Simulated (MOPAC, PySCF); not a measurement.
C₉H₉NSSi, SMILES `[SiH3]c1cc(S)cc2ncccc12` (C–C–S–H torsion 180°), neutral singlet in the gas phase. 

Cartesian coordinates (Å):
SMILES: c1c2c(c(cc1S)[SiH3])cccn2
```xyz
21

Si    -1.5196    -2.5007     0.0284
C     -0.9689    -0.6940    -0.0807
C     -1.9230     0.2855    -0.3412
C     -1.5758     1.6701    -0.4360
S     -2.9049     2.7942    -0.7725
C     -0.2517     2.0602    -0.2652
C      0.7596     1.0949     0.0028
N      2.0414     1.5434     0.1604
C      2.9864     0.6496     0.4100
C      2.7525    -0.7481     0.5244
C      1.4568    -1.2171     0.3669
C      0.4031    -0.3014     0.0974
H     -3.0029    -2.5499    -0.2071
H     -0.8245    -3.3489    -1.0035
H     -1.2117    -3.0867     1.3809
H     -2.9782    -0.0002    -0.4801
H     -2.1478     3.9259    -0.7724
H      0.0678     3.1106    -0.3280
H      4.0136     1.0405     0.5329
H      3.5870    -1.4334     0.7334
H      1.2410    -2.2947     0.4493
```
Charge 0, multiplicity 1.

All levels are single points at this geometry (PBE-D3(BJ)/def2-SVP); Pople sets use spherical d functions. Orbital energies aren't observables, and empty levels follow the basis.

PBE-D3(BJ)/def2-TZVP in PySCF gives HOMO (eV) = -5.56.

**Question.** Estimate the HOMO (eV) from each of these levels: B3LYP/3-21G in PySCF; B3LYP/6-31G* in PySCF; BP86/6-31G* in PySCF; M06-2X/6-31G* in PySCF; PBE/6-31G* in PySCF; HF/STO-3G in PySCF; AM1 in MOPAC; PM6 in MOPAC.

**Answer.** 
| level | HOMO (eV) |
|---|---|
| B3LYP/3-21G in PySCF | -6.16 |
| B3LYP/6-31G* in PySCF | -6.06 |
| BP86/6-31G* in PySCF | -5.44 |
| M06-2X/6-31G* in PySCF | -7.31 |
| PBE/6-31G* in PySCF | -5.35 |
| HF/STO-3G in PySCF | -5.93 |
| AM1 in MOPAC | -8.57 |
| PM6 in MOPAC | -8.79 |
